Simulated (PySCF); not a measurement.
B(H)(Cl)(Me) (CH4BCl), SMILES ClBC.

Geometry optimised at B3LYP-D3(BJ)/def2-TZVP.

All values below come from M06-2X/def2-TZVPD in PySCF.

Gas-phase values at a fixed geometry.

Computed frontier levels, gap, dipole moment and polarisability:
The highest occupied level is -9.78 eV. The lowest empty level is -0.32 eV, the orbital gap is 9.46 eV and the dipole moment is 1.47 D. The quadrupole, principal values (traceless, Buckingham form, about the centre of nuclear charge) comes out as -1.40, 0.43, 0.96 D·Å and the mean static polarisability is 41.8 bohr³ (6.19 Å³). The polarisability, principal values is 34.4, 39.5, 51.5 bohr³.
